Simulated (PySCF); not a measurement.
C2H7OSi, SMILES C[SiH](C)[O], multiplicity 2. Atoms are numbered in the order given.

```xyz
11

C      0.2180     0.7601    -1.5585
Si    -0.3850    -0.1087     0.0000
C      0.2180     0.7601     1.5585
O      0.3295    -1.6367     0.0000
H     -0.2269     1.7683    -1.6063
H      1.3146     0.8546    -1.5490
H     -0.0800     0.2115    -2.4651
H     -1.8772    -0.1753     0.0000
H      1.3146     0.8546     1.5490
H     -0.0800     0.2115     2.4651
H     -0.2269     1.7683     1.6063
```
Charge 0, spin multiplicity 2.

Geometry optimised at B3LYP-D3(BJ)/def2-SVP. A frequency run showed that this geometry is not a minimum. The isomer is the one that the SMILES or the coordinates give; other isomers of the formula were not compared.

The numbers are results of r2SCAN/def2-TZVP (PySCF), not measurements.

Gas-phase values at a fixed geometry.

```
Property                                                                                                         Value
---------------------------------------------------------------------------------------------  -----------------------
total energy                                                                                        -445.08310 hartree
point group                                                                                                         Cs
α spin, highest occupied and lowest empty level                                                      -7.34 and 0.75 eV
β spin, highest occupied and lowest empty level                                                     -6.91 and -5.26 eV
dipole moment                                                                                                   2.38 D
quadrupole, principal values (traceless, Buckingham form, about the centre of nuclear charge)   -4.49, -0.14, 4.63 D·Å
mean static polarisability                                                                        59.5 bohr³ (8.81 Å³)
polarisability, principal values                                                                49.9, 59.5, 69.0 bohr³
⟨S²⟩                                                                                           0.755 (pure state 0.75)
```
